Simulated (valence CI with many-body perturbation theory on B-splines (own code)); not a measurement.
# Which ion has this spectrum?

A relativistic CI+MBPT calculation for an atom or ion with 15 electrons gives these levels (eV):

```
  J  Parity       E     g
3/2     odd    0.00  1.51
3/2     odd   24.69  1.36
5/2     odd   30.66  1.20
1/2     odd   38.25  0.66
3/2     odd   63.09  1.26
5/2    even  100.01  1.53
3/2    even  109.95  1.13
1/2    even  115.39  2.40
3/2    even  120.55  1.06
5/2    even  127.70  1.16
3/2    even  131.05  1.16
5/2    even  135.95  1.24
3/2    even  137.76  1.03
1/2    even  138.90  0.51
```

The energies are calculated, and their last digits are not significant.

Task: Which is it?
A. Mo27+
B. Ru29+
C. Nb26+
D. Pd31+

Result: B. Ru29+, ground level (3s^2 3p1/2^2 3p3/2) J=3/2.
